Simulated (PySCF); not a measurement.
(1S)-2,2-difluorocyclopropan-1-ol (C₃H₄F₂O), SMILES O[C@H]1CC1(F)F. Atoms are numbered in the order given.

```xyz
10

O      1.8282    -0.6106     0.3351
C      0.5935    -0.7829    -0.2642
C     -0.6702    -1.0073     0.6008
C     -0.4498     0.2631    -0.1300
F     -1.2323     0.6072    -1.1655
F     -0.1042     1.3650     0.5808
H      1.8880     0.3044     0.6455
H      0.6326    -1.3312    -1.2128
H     -1.4351    -1.6918     0.2248
H     -0.5237    -0.9834     1.6843
```
Charge 0, spin multiplicity 1.

Coordinates come from a B3LYP-D3(BJ)/def2-SVP optimisation. One conformer was computed; it need not be the lowest.

Calculation: PySCF with HF/pcSseg-1.

GIAO shieldings, no solvent; atoms listed in one row are averaged. δ = σ(ref) − σ: ¹⁷O against H2O (σ = 333.0 ppm); ¹³C against TMS (σ = 192.6 ppm); ¹⁹F against CFCl3 (σ = 238.5 ppm); ¹H against TMS (σ = 31.99 ppm), references at their B3LYP-D3(BJ)/def2-TZVP geometries, non-relativistic.

Computed chemical shifts:
```json
[
 {"nucleus": "¹⁷O", "atoms": "O1", "count": "1", "δ (ppm)": "-2.0"},
 {"nucleus": "¹³C", "atoms": "C4", "count": "1", "δ (ppm)": "102.5"},
 {"nucleus": "¹³C", "atoms": "C2", "count": "1", "δ (ppm)": "45.9"},
 {"nucleus": "¹³C", "atoms": "C3", "count": "1", "δ (ppm)": "20.1"},
 {"nucleus": "¹⁹F", "atoms": "F5", "count": "1", "δ (ppm)": "-124.7"},
 {"nucleus": "¹⁹F", "atoms": "F6", "count": "1", "δ (ppm)": "-142.4"},
 {"nucleus": "¹H", "atoms": "H8", "count": "1", "δ (ppm)": "3.81"},
 {"nucleus": "¹H", "atoms": "H7", "count": "1", "δ (ppm)": "2.13"},
 {"nucleus": "¹H", "atoms": "H9", "count": "1", "δ (ppm)": "1.74"},
 {"nucleus": "¹H", "atoms": "H10", "count": "1", "δ (ppm)": "1.61"}
]
```
